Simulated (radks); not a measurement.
Q: Bi53+, configuration [Ar] 3d10 4s2. All-electron calculation, scalar-relativistic Kohn-Sham, PBEsol, spin-polarised, spherical densities, finite nucleus; Fermi nuclear charge, rms radius 5.5211 fm. Program: a radial shooting solver on a logarithmic mesh with Libxc functionals. Some entries of the table are withheld. Estimate them.

orbital  occ.  eigenvalue (eV)  <1/r> (bohr^-1)  <r^2> (bohr^2)
1s          2        -93583.32            103.2       0.0003464
2s          2              (1)            24.30        0.005226
2p          6        -16882.90            21.26        0.004461
3s          2        -6723.061              (2)             (3)
3p          6        -6048.739            8.311         0.03328
3d         10        -5399.476            7.793         0.02712
4s          2        -3314.396            4.543          0.1241
4p          0        -3057.620            4.205          0.1324
5s          0              (4)            2.716             (5)

A: 
(1) 2s eigenvalue (eV): -19221.45
(2) 3s <1/r> (bohr^-1): 9.179
(3) 3s <r^2> (bohr^2): 0.03244
(4) 5s eigenvalue (eV): -1974.394
(5) 5s <r^2> (bohr^2): 0.3413
